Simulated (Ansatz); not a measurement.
Geometry optimisation, RKS BLYP/6-31G in Ansatz.

input.yaml

```yaml
crystal:
  periodic: [false, false, false]
  atoms:
    - { symbol: C, position_ang: [-1.0113, 0.4298, -0.8114] }
    - { symbol: C, position_ang: [0.3591, 0.2503, -0.3137] }
    - { symbol: B, position_ang: [1.19209, 1.61897, -0.3609] }
    - { symbol: C, position_ang: [1.47923, 0.30958, -1.2749] }
    - { symbol: Cl, position_ang: [2.90083, -0.56215, -0.91014] }
    - { symbol: H, position_ang: [-1.3166, 1.566, -0.7284] }
    - { symbol: H, position_ang: [-1.7863, -0.1194, -0.2584] }
    - { symbol: H, position_ang: [-1.0729, 0.2105, -1.9024] }
    - { symbol: H, position_ang: [0.56905, -0.41311, 0.54667] }
    - { symbol: H, position_ang: [1.51389, 2.69059, 0.01733] }
    - { symbol: H, position_ang: [1.15637, 0.52326, -2.40518] }
basis:
  gaussian: { orbitals: "6-31G" }
hamiltonian:
  xc: blyp
relax:
  f_tol: 0.015
  max_steps: 40
output:
  orbitals: {}
```

Run as:

```bash
$ ansatz run input.yaml --threads 1 --pin off --max-ram 2048MiB --backend cpu --events-out ev --progress --plain --runs-dir out
```

Problem. Where does it end, and by what steps?

Solution. The forces met the threshold. Limits of this set-up: no polarisation functions. After 16 steps the energy has fallen by 1.213 eV; H8 moved furthest, 1.08 Å.

```csv
step,energy less start (eV),largest force component (eV/Å),accepted
0,0.0000,4.442,yes
1,-0.8155,1.967,yes
2,-1.0686,0.586,yes
3,-1.0956,0.155,yes
4,-1.1072,0.113,yes
5,-1.1166,0.269,yes
6,-1.1272,0.179,yes
7,-1.1499,0.448,yes
8,-1.1607,0.643,yes
9,-1.1988,0.270,yes
10,-1.1360,0.880,no
11,-1.1981,0.279,no
12,-1.2098,0.081,yes
13,-1.2119,0.070,yes
14,-1.2126,0.037,yes
15,-1.2128,0.019,yes
16,-1.2129,0.015,yes
```

```xyz
11
Properties=species:S:1:pos:R:3
C -1.121 0.368 -0.879
C 0.314 0.418 -0.331
B 1.320 1.599 -0.130
C 1.491 0.644 -1.323
Cl 2.976 -0.561 -1.409
H -1.269 1.109 -1.683
H -1.846 0.593 -0.078
H -1.358 -0.630 -1.288
H 0.483 -0.330 0.466
H 1.794 2.403 0.602
H 1.200 0.891 -2.348
```

Whether the end is a true minimum wasn't checked by a vibrational analysis.

The run took 93 s on 1 thread of Arm Neoverse N1, with other jobs on the host, peak memory 0.15 GiB.
